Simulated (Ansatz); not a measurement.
`[AlH2][S][AlH][SiH3]` and `[SiH3][AlH][SH]` differ in one atom or group.

Ansatz, PBE0-D4/def2-TZVP geometries, multiplicity 1. Each molecule was computed in one conformer, which needn't be the lowest.

| property | `[AlH2][S][AlH][SiH3]` |
| --- | --- |
| size of the dipole moment (PBE/def2-TZVPP) / D | 2.16 |
| size of the dipole moment (ωB97M-V/def2-TZVPP) / D | 2.40 |
| LUMO energy (PBE/def2-TZVPP) / eV | -2.85 |
| LUMO energy (B3LYP/def2-TZVPP) / eV | -2.25 |
| HOMO–LUMO gap (PBE0/def2-TZVPP) / eV | 5.34 |
| HOMO–LUMO gap (PBE/def2-TZVPP) / eV | 3.52 |

Q: What does the change do to each property? (An estimate is asked.)

A: Computed: 
```json
{"property": "size of the dipole moment (PBE/def2-TZVPP) / D", "`[SiH3][AlH][SH]`": "0.86", "shift": "-1.30"}
{"property": "size of the dipole moment (ωB97M-V/def2-TZVPP) / D", "`[SiH3][AlH][SH]`": "0.97", "shift": "-1.43"}
{"property": "LUMO energy (PBE/def2-TZVPP) / eV", "`[SiH3][AlH][SH]`": "-2.51", "shift": "0.34"}
{"property": "LUMO energy (B3LYP/def2-TZVPP) / eV", "`[SiH3][AlH][SH]`": "-1.93", "shift": "0.32"}
{"property": "HOMO–LUMO gap (PBE0/def2-TZVPP) / eV", "`[SiH3][AlH][SH]`": "6.03", "shift": "0.69"}
{"property": "HOMO–LUMO gap (PBE/def2-TZVPP) / eV", "`[SiH3][AlH][SH]`": "4.21", "shift": "0.69"}
```

With PBE0 the HOMO falls by 0.35 eV and the LUMO rises by 0.34 eV, so the gap widens by about 0.69 eV. PBE moves the HOMO by -0.36 eV and ωB97M-V by -0.29 eV. The zero-point energy changes by -20.1 kJ/mol with -6 modes. Dipoles are sizes alone; their direction can turn.

B3LYP here is the variant with VWN-RPA as its local correlation; programs differ in this.
